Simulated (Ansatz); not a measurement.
cyclo-(H2SiS)3 (Si3H6S3). Total charge 0; singlet. Geometry PBE-D4/def2-SVP.

```xyz
12

Si    0.5532   -0.2093   -1.8082
H     0.2042   -1.6661   -1.7321
H     1.2795    0.1034   -3.0803
S     1.8929    0.3146   -0.1825
Si    0.9566   -0.8134    1.4148
H     1.3867   -2.2517    1.4339
H     1.3983   -0.1238    2.6731
S    -1.2017   -0.8921    1.2206
Si   -1.5503    1.0582    0.3340
H    -0.6927    2.0885    1.0066
H    -3.0045    1.3604    0.5275
S    -1.2223    1.0313   -1.8073
```

B3LYP takes the VWN-RPA correlation.

**Question.** Estimate the orbital energies around the gap (eV) in Ansatz with HF/6-31G, PBE-D4/def2-TZVP, B3LYP-D4/6-31G, PBE0-D4/def2-TZVP, ωB97M-V/def2-TZVP.

**Answer.** 
```
orbital  HF/6-31G  PBE-D4/def2-TZVP  B3LYP-D4/6-31G  PBE0-D4/def2-TZVP  ωB97M-V/def2-TZVP
HOMO−13    -20.41            -13.38          -15.55             -15.16             -17.79
HOMO−12    -18.44            -12.04          -13.87             -13.72             -16.30
HOMO−11    -15.52             -9.95          -11.65             -11.39             -13.81
HOMO−10    -15.37             -9.88          -11.56             -11.34             -13.78
 HOMO−9    -14.89             -9.77          -11.39             -11.12             -13.36
 HOMO−8    -13.65             -8.91          -10.42             -10.21             -12.41
 HOMO−7    -13.62             -8.86          -10.36             -10.18             -12.36
 HOMO−6    -13.08             -8.41           -9.89              -9.70             -11.90
 HOMO−5    -13.04             -8.40           -9.79              -9.68             -11.82
 HOMO−4    -12.07             -8.04           -9.02              -9.25             -11.34
 HOMO−3    -11.79             -7.80           -8.77              -9.00             -11.09
 HOMO−2    -10.82             -6.74           -7.73              -7.92             -10.04
 HOMO−1    -10.71             -6.61           -7.59              -7.81              -9.95
   HOMO    -10.45             -6.35           -7.37              -7.51              -9.61
   LUMO      1.93             -1.69           -1.29              -0.83               0.97
 LUMO+1      2.12             -1.53           -1.08              -0.68               1.09
 LUMO+2      2.79             -1.28           -0.50              -0.42               1.41
 LUMO+3      3.02             -0.75           -0.33               0.12               1.88
 LUMO+4      3.26             -0.60            0.03               0.28               2.01
 LUMO+5      4.18             -0.55            0.79               0.32               2.20
```
